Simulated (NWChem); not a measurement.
System: AlAs2H5; SMILES [AsH2][AlH][AsH2]

NWChem printed, in part:

```
             Northwest Computational Chemistry Package (NWChem) 7.3.0
             --------------------------------------------------------

                             Geometry "geometry" -> ""
                             -------------------------

 Output coordinates in angstroms (scale by  1.889725989 to convert to a.u.)

  No.       Tag          Charge          X              Y              Z
 ---- ---------------- ---------- -------------- -------------- --------------
    1 Al                  13.0000     0.87044600     0.09295900    -0.14397800
    2 As                  33.0000    -0.35513000    -1.91419400     0.49399500
    3 H                    1.0000    -0.16162400    -2.51245700    -0.89597100
    4 H                    1.0000    -1.69549600    -1.28227900     0.13555800
    5 As                  33.0000    -0.02054600     2.32652700     0.25052600
    6 H                    1.0000     1.28254300     2.76313600     0.91284300
    7 H                    1.0000    -0.65699100     1.90532000     1.57030600
    8 H                    1.0000     2.29576000    -0.05888200    -0.83909600

 Effective nuclear repulsion energy (a.u.)     408.3895028758

  xc_inp: hfexch multiplicative factor not found.
                              NWChem Property Module
                              ----------------------

  itol2e modified to match energy
  convergence criterion.

                                 NWChem DFT Module
                                 -----------------

 Summary of "ao basis" -> "ao basis" (spherical)
 ------------------------------------------------------------------------------
       Tag                 Description            Shells   Functions and Types
 ---------------- ------------------------------  ------  ---------------------
 Al                          6-31g*                  8       18   4s3p1d
 As                          6-31g*                 12       32   5s4p3d
 H                           6-31g*                  2        2   2s

  itol2e modified to match energy
  convergence criterion.

            General Information
            -------------------
          SCF calculation type: DFT
          Wavefunction type:  closed shell.
          No. of atoms     :     8
          No. of electrons :    84
           Alpha electrons :    42
            Beta electrons :    42
          Charge           :     0
          Spin multiplicity:     1
          Use of symmetry is: off; symmetry adaption is: off
          Maximum number of iterations: 150
          AO basis - number of functions:    92
                     number of shells:    42
          Convergence on energy requested:  1.00D-07
          Convergence on density requested:  1.00D-05
          Convergence on gradient requested:  5.00D-04

              XC Information
              --------------
                     Hartree-Fock (Exact) Exchange  1.000

      Superposition of Atomic Density Guess
      -------------------------------------

 Sum of atomic energies:       -4712.04070875

      Non-variational initial energy
      ------------------------------

 Total energy =   -4712.755424
 1-e energy   =   -7380.870307
 2-e energy   =    2259.725380
 HOMO         =      -0.248342
 LUMO         =      -0.001069

   convergence    iter        energy       DeltaE   RMS-Dens  Diis-err
 ---------------- ----- ----------------- --------- --------- ---------
 d= 0,ls=0.0,diis     1  -4712.5944039370 -5.12D+03  4.71D-03  1.05D-01
 d= 0,ls=0.0,diis     2  -4712.6263827072 -3.20D-02  1.76D-03  9.98D-03
 d= 0,ls=0.0,diis     3  -4712.6297446608 -3.36D-03  7.46D-04  1.14D-03
 d= 0,ls=0.0,diis     4  -4712.6301940753 -4.49D-04  1.64D-04  8.58D-05
 d= 0,ls=0.0,diis     5  -4712.6302185640 -2.45D-05  7.95D-05  1.11D-05
  Resetting Diis
 d= 0,ls=0.0,diis     6  -4712.6302230692 -4.51D-06  2.64D-05  8.26D-07
 d= 0,ls=0.0,diis     7  -4712.6302235876 -5.18D-07  5.26D-06  7.50D-08
 d= 0,ls=0.0,diis     8  -4712.6302236363 -4.88D-08  3.97D-06  1.89D-08

         Total DFT energy =    -4712.630223636346
      One electron energy =    -7384.251518461989
           Coulomb energy =     2446.015998768396
    Exchange-Corr. energy =     -182.784206818593
 Nuclear repulsion energy =      408.389502875840

 Numeric. integr. density =        0.000000000000

                       DFT Final Molecular Orbital Analysis
                       ------------------------------------

 Vector   40  Occ=2.000000D+00  E=-4.190238D-01
              MO Center=  4.3D-01,  1.5D-01,  6.9D-02, r^2= 5.6D+00
   Bfn.  Coefficient  Atom+Function         Bfn.  Coefficient  Atom+Function
  ----- ------------  ---------------      ----- ------------  ---------------
    67      0.296277  5 As pz                29     -0.248467  2 As px
    92      0.234062  8 H  s                  7      0.227978  1 Al px
    91      0.175575  8 H  s                 31     -0.171225  2 As pz
    64      0.163625  5 As s                 28      0.162090  2 As s
    90      0.153522  7 H  s                 54      0.152608  4 H  s

 Vector   41  Occ=2.000000D+00  E=-3.650357D-01
              MO Center=  5.9D-02,  1.8D-01,  2.5D-01, r^2= 6.9D+00
   Bfn.  Coefficient  Atom+Function         Bfn.  Coefficient  Atom+Function
  ----- ------------  ---------------      ----- ------------  ---------------
    31      0.287182  2 As pz                66      0.260267  5 As py
    30     -0.234603  2 As py                28     -0.229111  2 As s
    64     -0.228827  5 As s                 65     -0.204146  5 As px
     7      0.190359  1 Al px                67     -0.170276  5 As pz
    92      0.167262  8 H  s                 35      0.153199  2 As pz

 Vector   42  Occ=2.000000D+00  E=-3.311132D-01
              MO Center= -7.4D-02,  2.0D-01,  3.2D-01, r^2= 6.5D+00
   Bfn.  Coefficient  Atom+Function         Bfn.  Coefficient  Atom+Function
  ----- ------------  ---------------      ----- ------------  ---------------
    66      0.392492  5 As py                30      0.360968  2 As py
     8     -0.286371  1 Al py                31     -0.206335  2 As pz
    70      0.202045  5 As py                34      0.185125  2 As py
    65     -0.171007  5 As px                62     -0.165199  5 As py
    26     -0.151895  2 As py                28      0.140693  2 As s

 Vector   43  Occ=0.000000D+00  E= 3.863399D-02
              MO Center=  9.1D-01,  8.9D-02, -1.6D-01, r^2= 5.2D+00
   Bfn.  Coefficient  Atom+Function         Bfn.  Coefficient  Atom+Function
  ----- ------------  ---------------      ----- ------------  ---------------
    13      0.781187  1 Al pz                11      0.377040  1 Al px
     9      0.306645  1 Al pz                35     -0.157922  2 As pz
     7      0.153454  1 Al px                71     -0.148736  5 As pz
     5     -0.131134  1 Al pz                32     -0.131136  2 As s
    68      0.131183  5 As s                 52      0.121637  3 H  s

 Vector   44  Occ=0.000000D+00  E= 9.762629D-02
              MO Center=  4.9D-02,  1.8D-01,  2.6D-01, r^2= 7.8D+00
   Bfn.  Coefficient  Atom+Function         Bfn.  Coefficient  Atom+Function
  ----- ------------  ---------------      ----- ------------  ---------------
    10      2.394675  1 Al s                 32     -1.063323  2 As s
    68     -1.060265  5 As s                 11     -0.906666  1 Al px
    70      0.784937  5 As py                34     -0.709575  2 As py
    13      0.442442  1 Al pz                33     -0.387091  2 As px
    69     -0.332887  5 As px                35      0.283698  2 As pz

 Vector   45  Occ=0.000000D+00  E= 1.118297D-01
              MO Center=  1.1D+00,  7.0D-02, -2.5D-01, r^2= 8.2D+00
   Bfn.  Coefficient  Atom+Function         Bfn.  Coefficient  Atom+Function
  ----- ------------  ---------------      ----- ------------  ---------------
    12      1.734075  1 Al py                32      1.084441  2 As s
    68     -1.086914  5 As s                 70      0.621292  5 As py
    34      0.606572  2 As py                54     -0.449006  4 H  s
    90      0.448169  7 H  s                 52      0.183179  3 H  s
    88     -0.182173  6 H  s                 11      0.155404  1 Al px

     Multipole analysis of the density
     ---------------------------------

     L   x y z        total         alpha         beta         nuclear
     -   - - -        -----         -----         ----         -------
     0   0 0 0     -0.000000    -42.000000    -42.000000     84.000000

     1   1 0 0      0.175979      0.104353      0.104353     -0.032726
     1   0 1 0     -0.019645    -14.778309    -14.778309     29.536973
     1   0 0 1     -0.085998    -22.323926    -22.323926     44.561853

     2   2 0 0    -40.217305    -63.449749    -63.449749     86.682193
     2   1 1 0      0.712150    -47.218588    -47.218588     95.149325
     2   1 0 1      1.413403     17.599023     17.599023    -33.784643
     2   0 2 0    -45.820122   -592.270281   -592.270281   1138.720439
     2   0 1 1      2.369464      9.226265      9.226265    -16.083066
     2   0 0 2    -38.850038    -46.597362    -46.597362     54.344686

          -----------------------------------------
          Chemical Shielding Tensors (GIAO, in ppm)
          -----------------------------------------

                                NWChem CPHF Module
                                ------------------

  scftype          =     RHF
  nclosed          =       42
  nopen            =        0
  variables        =     2100
  # of vectors     =        3
  tolerance        = 0.10D-03
  level shift      = 0.00D+00
  max iterations   =       50
  max subspace     =       30

 SCF residual:    7.9406772009579980E-005

Iterative solution of linear equations
  No. of variables     2100
  No. of equations        3
  Maximum subspace       30
        Iterations       50
       Convergence  1.0D-04

   iter   nsub   residual    time
   ----  ------  --------  ---------
     1      3    1.10D+00      35.0
     2      6    2.57D-01      37.4
     3      9    4.26D-02      39.6
     4     12    5.21D-03      41.9
     5     15    8.93D-04      44.2
     6     18    2.12D-04      46.5
     7     21    5.51D-05      48.7

      Atom:    1  Al
        Diamagnetic
    790.9205      0.9315      0.8461
      0.9315    800.2757     -0.2501
      0.8461     -0.2501    792.1969

        Paramagnetic
   -539.0368     10.7540     93.8590
     10.7540   -472.3285     -2.9044
     93.8590     -2.9044   -392.8095

        Total Shielding Tensor
    251.8838     11.6855     94.7051
     11.6855    327.9472     -3.1545
     94.7051     -3.1545    399.3874

           isotropic =     326.4061
          anisotropy =     178.9641

          Principal Components and Axis System
                 1           2           3
              445.7155    329.0460    204.4568

      1         0.4399      0.0775      0.8947
      2         0.0196      0.9952     -0.0958
      3         0.8978     -0.0597     -0.4362

      Atom:    2  As
        Diamagnetic
   2876.5156      1.3298     -1.0547
      1.3298   2879.5686      0.3765
     -1.0547      0.3765   2874.3824

        Paramagnetic
   -732.1268     -7.4468      5.9958
     -7.4468   -762.7668     72.1333
      5.9958     72.1333   -767.1050

        Total Shielding Tensor
   2144.3888     -6.1170      4.9411
     -6.1170   2116.8017     72.5098
      4.9411     72.5098   2107.2774

           isotropic =    2122.8226
          anisotropy =      92.8689

          Principal Components and Axis System
                 1           2           3
             2184.7352   2144.9336   2038.7991

      1        -0.0272      0.9969     -0.0736
      2         0.7306     -0.0304     -0.6821
      3         0.6822      0.0723      0.7276

      Atom:    3  H
        Diamagnetic
     21.1428     -0.2285     -2.5139
     -0.2285     27.9964      9.7652
     -2.5139      9.7652     38.9883

        Paramagnetic
      3.9176     -0.8615      0.5327
     -0.8615      0.7126     -1.5387
      0.5327     -1.5387     -1.0030

        Total Shielding Tensor
     25.0603     -1.0900     -1.9813
     -1.0900     28.7090      8.2265
     -1.9813      8.2265     37.9853

           isotropic =      30.5849
          anisotropy =      18.7348

          Principal Components and Axis System
                 1           2           3
               43.0748     24.7805     23.8994

      1        -0.1245      0.9901     -0.0653
      2         0.5002      0.1194      0.8577
      3         0.8569      0.0741     -0.5101

      Atom:    4  H
        Diamagnetic
     40.5819     -5.9863      3.9814
     -5.9863     26.6864     -1.7969
      3.9814     -1.7969     20.5264

        Paramagnetic
     -1.6609      0.6009     -0.6826
      0.6009      2.0332      1.4938
     -0.6826      1.4938      3.6329

        Total Shielding Tensor
     38.9209     -5.3854      3.2988
     -5.3854     28.7197     -0.3031
      3.2988     -0.3031     24.1594

           isotropic =      30.6000
          anisotropy =      16.8036

          Principal Components and Axis System
                 1           2           3
               41.8024     26.7262     23.2714

      1         0.9088      0.3162     -0.2723
      2        -0.3782      0.8999     -0.2170
      3         0.1764      0.3001      0.9374

      Atom:    5  H
        Diamagnetic
     33.4103     -0.8968     -5.2961
     -0.8968     25.2231      0.5377
     -5.2961      0.5377     25.1120

        Paramagnetic
     -4.9409      0.5083      2.8741
      0.5083     -1.3251     -0.0644
      2.8741     -0.0644     -0.4883

        Total Shielding Tensor
     28.4695     -0.3884     -2.4220
     -0.3884     23.8980      0.4733
     -2.4220      0.4733     24.6237

           isotropic =      25.6637
          anisotropy =       6.0431

          Principal Components and Axis System
                 1           2           3
               29.6925     23.9715     23.3272

      1         0.8946      0.2716      0.3547
      2        -0.0956      0.8919     -0.4419
      3        -0.4364      0.3614      0.8240
```

Level: Hartree-Fock/6-31G* (spherical d), GIAO. Structure relaxed at the PBE0/def2-SVP level. The output numbers the shielded atoms by their place in the input's list. The printed shielding anisotropy is the first printed principal value minus the mean of the other two.

Reconstruct the input file.

One answer among several that fit: the input that was run:
```
start job
memory heap 200 mb stack 900 mb global 1100 mb
geometry units angstroms noautosym nocenter noautoz
  Al     0.870446     0.092959    -0.143978
  As    -0.355130    -1.914194     0.493995
  H     -0.161624    -2.512457    -0.895971
  H     -1.695496    -1.282279     0.135558
  As    -0.020546     2.326527     0.250526
  H      1.282543     2.763136     0.912843
  H     -0.656991     1.905320     1.570306
  H      2.295760    -0.058882    -0.839096
end
basis spherical
  * library 6-31g*
end
dft
  xc hfexch
  iterations 150
end
property
  shielding 5 1 2 3 4 8
end
task dft property
```
